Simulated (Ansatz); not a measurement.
Reaction (ligand exchange at a B–O bond): `[SiH3]OBS` + `[AlH2][SH]` → `[AlH2][S]BS` + `O[SiH3]`

Program: Ansatz. Geometries: PBE0-D4/def2-TZVP. ΔE: electronic, gas phase. CBS: MP2 limit from def2 TZ/QZ plus the TZ coupled-cluster correction, frozen cores. This one scheme is used for every species. DFT in def2-TZVPP. Each species was taken in one conformer, which may not be the lowest.

```
 level  ΔE (kcal/mol)
  BLYP           15.8
r2SCAN           14.0
```

**Question.** What does CCSD(T)/CBS give? (Best estimate.)

**Answer.** Computed: +14.0 kcal/mol. The listed levels differ from it by 1.8, 0.0 kcal/mol.

Largest T1 diagnostic among the species: 0.014.

The D4 term adds −0.8 kcal/mol with B3LYP and −0.4 kcal/mol with PBE0; it sums over pairs of atoms, weighted by their polarisabilities, and B3LYP, whose exchange is more repulsive, gets the larger term. Leaving LDA and LC-ωPBE aside and taking each functional with its dispersion term where it has one, the values, not all of them listed here, spread over 5.3 kcal/mol, from revPBE-D4 to CAM-B3LYP-D4. From BLYP to BHLYP (50 % exact exchange), in def2-TZVPP and without D4, ΔE moves by +1.6 kcal/mol.

B3LYP here is the variant with VWN-RPA as its local correlation; programs differ in this.
